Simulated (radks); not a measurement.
Yb XXI, 50 electrons, occupied as [Kr] 4d10 4f4. Calculated with a radial shooting solver on a logarithmic mesh with Libxc functionals: scalar-relativistic Kohn-Sham, BLYP, spin-polarised, spherical densities, finite nucleus; open shells are filled with parallel spins first (spin-orbit coupling, left out, can overturn this in heavy ions); Fermi nuclear charge, rms radius 5.3108 fm.

Normalised radial functions P(r) = r R(r), r in bohr:

```
   r/bohr * 4d up, o 4d down (the largest magnitude, 1.44, reaches the edge; | marks zero, & curves that meet)
 0.002346                             &
 0.003472                             &
 0.005138                             &
 0.007665                             &
  0.01134                             &
  0.01679                             |&
  0.02504                             |&
  0.03706                             |   &
  0.05485                             |       &
  0.08118                             |            &
   0.1211                             |                o*
   0.1792                             |           &
   0.2652                      &      |
   0.3957  &                          |
   0.5856   &                         |
   0.8667                  &          |
    1.283                           & |
    1.913                             &
    2.832                             &
```

4d up: eigenvalue -695.10 eV, 1 radial node at r = 0.234 bohr, <r> = 0.514 bohr, 90 % of the charge inside 0.758 bohr. 4d down: eigenvalue -689.49 eV, 1 radial node at r = 0.234 bohr, <r> = 0.515 bohr, 90 % of the charge inside 0.759 bohr.
